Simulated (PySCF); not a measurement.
Working with the constants of LiSe

UHF-CCSD(T) constants of LiSe, ²Π (doublet), unpaired electrons π ↑ (basis Li x2c-SVPall, Se x2c-SVPall; spin-free X2C with a Gaussian nucleus; PySCF 2.14; masses 7.0160 and 79.9165 u):

* ωe: 509.2 cm⁻¹
* ωexe: 3.06 cm⁻¹
* Be: 0.49849 cm⁻¹
* αe: 0.00496 cm⁻¹
* D (centrifugal): 1.91e-06 cm⁻¹
* De to Li + Se: 2.46 eV

Q: Give the vibrational terms G(v) and spacings up to v = 6.

A: G(v) = ωe(v+½) − ωexe(v+½)².

```tsv
v	G(v) (cm⁻¹)	G(v) − G(v−1)	Bv (cm⁻¹)
0	253.8		0.4960
1	756.9	503.1	0.4910
2	1253.9	497.0	0.4861
3	1744.7	490.8	0.4811
4	2229.4	484.7	0.4762
5	2708.0	478.6	0.4712
6	3180.5	472.5	0.4662
```

Q: How well does the Morse estimate ωe²/(4ωexe) reproduce De, and what is D0?

A: It gives 2.63 eV, 107 % of the computed De. D0 = De − G(0) = 2.46 − 0.03 = 2.43 eV.

Correlated steps freeze 9 core orbitals. Correlated levels converge slowly with the basis: in double zeta they bind strong bonds too weakly, by up to about 1 eV, and carry superposition errors of some tenths. Spin–orbit coupling is left out. The state is the lowest determinant that a PBE0 search found; another state may lie lower at other levels.
